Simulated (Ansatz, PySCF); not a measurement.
Reaction (SMILES): CO[Si](F)(OC)OC [fluoro(trimethoxy)silane] + 3 O (H2O) + 3 [SiH4] (SiH4) → 3 CO (CH4O) + F[SiH3] [fluorosilane] + 3 O[SiH3] [hydroxysilane]
Geometries: B3LYP-D3(BJ)/def2-TZVP minima from Ansatz (a first-principles code), one conformer each, not searched for the lowest. Frequencies are from Ansatz or PySCF.
Geometry of the first species:
SMILES: O([Si](OC)(OC)F)C
```xyz
17

Si    -0.0419    -0.0184     0.3159
F     -0.7023     0.4890     1.6745
O     -0.5309     0.9593    -0.8879
C     -0.4303     2.3781    -0.8778
O      1.5531     0.0137     0.5859
C      2.5334    -0.4779    -0.3197
O     -0.5042    -1.5238    -0.0482
C     -1.7821    -1.9154    -0.5356
H      0.6087     2.6975    -0.7624
H     -1.0244     2.8057    -0.0669
H     -0.8101     2.7475    -1.8296
H      2.4728     0.0354    -1.2832
H      2.4091    -1.5508    -0.4805
H      3.5133    -0.2931     0.1182
H     -1.7081    -2.9485    -0.8727
H     -2.5316    -1.8543     0.2568
H     -2.0914    -1.2855    -1.3721
```
Charge 0, spin multiplicity 1.

Quantity: bond separation energy (enthalpy at 298 K, with B3LYP-D3(BJ) rigid-rotor harmonic-oscillator terms), in kcal/mol. Valence correlation only, unless marked. Spin-orbit coupling is left out. No relativistic terms. CBS marks a two-point X^-3 extrapolation of the correlation energy; Hartree-Fock from the larger set. The bracket is a focal-point correction in the basis named.

RI-MP2/CBS(aug-cc-pV(T+d)Z,aug-cc-pV(Q+d)Z)+[CCSD(T)-MP2]/aug-cc-pV(T+d)Z (Ansatz) gives 28.6 kcal/mol.

Task: Another calculation gave 25.5 kcal/mol. Which level was it?
A) wB97X/def2-TZVPD (Ansatz)
B) r2SCAN0/def2-TZVPD (Ansatz)
C) BLYP/def2-TZVPD (Ansatz)
D) SVWN5/def2-TZVPD (Ansatz)

Result: A, wB97X/def2-TZVPD (Ansatz). The others give 30.9 (SVWN5), 28.2 (r2SCAN0), 21.4 (BLYP) kcal/mol.
